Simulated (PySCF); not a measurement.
**Sc (scandium, neutral) across methods**

[Ar] 4s2 4p1, 2P determinant (an excited configuration). Computed with PySCF 2.14 in aug-cc-pwCVTZ-DK with one added diffuse shell each of s, p, d, f, g type (11s10p8d5f4g, 152 functions), with scalar relativity by spin-free X2C-1e.

```tsv
method	E (hartree)	mean ε 4s α (eV)	mean ε 4s β (eV)	mean ε 4p α (eV)	Σ⟨r²⟩ (bohr²)	⟨S²⟩
r2SCAN	-764.001	-6.060	-5.552	-2.942	60.42	0.771
LDA	-762.073	-6.087	-5.662	-2.682	60.07	0.754
PBE	-763.833	-5.968	-5.499	-2.756	60.15	0.759
UHF	-763.18038	-8.442	-7.440	-4.565	63.20	0.891
```
